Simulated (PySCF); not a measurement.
The vertical singlet excitations below were computed for one of the candidates. The calculation used PySCF, TDDFT B3LYP/def2-SVPD, vertical, gas phase, core orbitals frozen in the response. Geometries: GFN2-xTB, one conformer each.

```csv
state,λ (nm),f
S1,182.1,0.040
S2,180.3,0.043
S3,175.7,0.066
S4,171.3,0.013
S5,169.2,0.016
S6,167.6,0.027
S7,165.5,0.0064
S8,162.7,0.025
```

Task: Which candidate is it? All have the formula CH9ClO2Si3.
A. `O[Si@@H](CCl)O[SiH2][SiH3]`
B. `O([SiH2]O[SiH2]CCl)[SiH3]`
C. `O([Si@@]([SiH3])(Cl)OC)[SiH3]`

Result: C. Its S1, at 6.81 eV, is the highest among the candidates; the nearest of the others has S1 at 6.33 eV. S1 is HOMO→LUMO (89%). Löwdin shares by element: HOMO silicon 34% or more, oxygen 30% or more, chlorine 9% (atoms not listed hold the other 27%); LUMO silicon 51%, chlorine 8% (atoms not listed hold the other 40%). At the same level the other candidates give, for their lowest levels:
- `O[Si@@H](CCl)O[SiH2][SiH3]`: 202 nm (f 0.020); 190 nm (f 0.022); 184 nm (f 0.019); 180 nm (f 0.003); 178 nm (f 0.011); T1 5.67 eV; HOMO -7.76, LUMO -0.77 eV
- `[SiH3]O[SiH2]O[SiH2]CCl`: 196 nm (f 0.011); 181 nm (f 0.012); 180 nm (f 0.008); 177 nm (f 0.003); 173 nm (f 0.004); T1 5.86 eV; HOMO -7.84, LUMO -0.57 eV

The values belong to the conformer `[CH3:1][O:2][Si@:3]([SiH3:4])([Cl:5])[O:6][SiH3:7]`: C1–O2–Si3–Si4 67°, O2–Si3–O6–Si7 60°.
Triplets come from the Tamm–Dancoff approximation.
